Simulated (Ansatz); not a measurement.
Consider the isomerisation: `CO[Si](C)O`• → `CO[SiH]OC`•.

Computed with Ansatz on PBE0-D4/def2-TZVP structures; ΔE is electronic, products minus reactants. CBS: MP2 limit from def2 TZ/QZ plus the TZ coupled-cluster correction, frozen cores. DFT in def2-TZVPP. B3LYP here is the variant with VWN-RPA as its local correlation; programs differ in this. No spin–orbit coupling; open shells (•) take unrestricted orbitals. Each species was taken in one conformer, which may not be the lowest.

```csv
level,ΔE (kJ/mol)
B3LYP-D4,101.0
PBE,106.8
SCS-MP2/def2-TZVPP,103.9
CCSD/CBS(def2),109.6
```

Question: What does CCSD(T)/CBS give? (An estimate is asked.)

Answer: Ansatz gave: +110.9 kJ/mol. The listed levels differ from it by -9.9, -4.1, -7.0, -1.3 kJ/mol.

Largest T1 diagnostic among the species: 0.014.

In def2-TZVPP, CCSD(T) changes the Hartree–Fock value by +16.0 kJ/mol (the triples alone add +1.3 kJ/mol) and MP2 by +22.0 kJ/mol.
